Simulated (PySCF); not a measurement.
A survey of $^{33}$S NMR shifts

Theory: GIAO PBE0/pcSseg-1 shieldings, GFN2-xTB geometry, in PySCF 2.14.0 with density-fitted response routines (one computed conformer, fast rotation and ring inversion assumed for equivalent nuclei, non-relativistic, gas phase).

Shieldings were converted by a linear fit to measured shifts: $^{33}$S (scatter 33.3 ppm rms vs sulfate, solution or neat liquid). A few per cent of atoms miss by over 2 rms, more outside the fitted compound classes.

**Question.** Give the $^{33}$S shifts of `CC[Si@H](F)S[SiH2]F`, `CS[Si@](N)(C#N)CC#N`, `CCC[Si@@H](S)OC`, `COC(=S)[C@H](F)OC`.

**Answer.** 
```csv
compound,environment,δ (ppm)
CC[Si@H](F)S[SiH2]F,sulfur bonded to 2 Si,-474
CS[Si@](N)(C#N)CC#N,"sulfur bonded to C, Si",-449
CCC[Si@@H](S)OC,"sulfur bonded to Si, H",-534
COC(=S)[C@H](F)OC,thione sulfur,119
```

**Question.** Match the shifts 119, 54, -448, -532 ppm to `CS[SiH](O)O`, `CN(CC[SiH3])[SiH2]S`, `C=N[SiH2]c1sncc1N`, `COC(=S)[C@H](F)OC`.

**Answer.** 119: COC(=S)[C@H](F)OC (thione sulfur); 54: C=N[SiH2]c1sncc1N (aromatic ring sulfur); -448: CS[SiH](O)O (sulfur bonded to C, Si); -532: CN(CC[SiH3])[SiH2]S (sulfur bonded to Si, H).
